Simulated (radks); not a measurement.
Results of a calculation; reference values are marked as such.
Q: Ionisation of neutral gold, [Xe] 4f14 5d10 6s1, to Au+, [Xe] 4f14 5d10, under several functionals. Scalar-relativistic Kohn-Sham, spin-polarised, spherical densities, finite nucleus; open shells are filled with parallel spins first (spin-orbit coupling, left out, can overturn this in heavy ions); a radial shooting solver on a logarithmic mesh with Libxc functionals. The NIST Atomic Spectra Database gives 9.226 eV (measured). Rank these functionals by the error of their Delta-SCF ionisation energy: PW91; exchange-only r2SCAN; MS2 meta-GGA; exchange-only B88; exchange-only PBE; LDA (Slater exchange, Perdew-Wang correlation); B86b exchange with PBE correlation; PBE; OLYP.

A: From best to worst: OLYP 9.250 eV (+0.025); MS2 meta-GGA 9.478 eV (+0.252); exchange-only PBE 8.952 eV (-0.274); exchange-only B88 8.931 eV (-0.295); PBE 9.580 eV (+0.354); B86b exchange with PBE correlation 9.603 eV (+0.377); PW91 9.663 eV (+0.437); exchange-only r2SCAN 8.616 eV (-0.609); LDA (Slater exchange, Perdew-Wang correlation) 9.905 eV (+0.679).
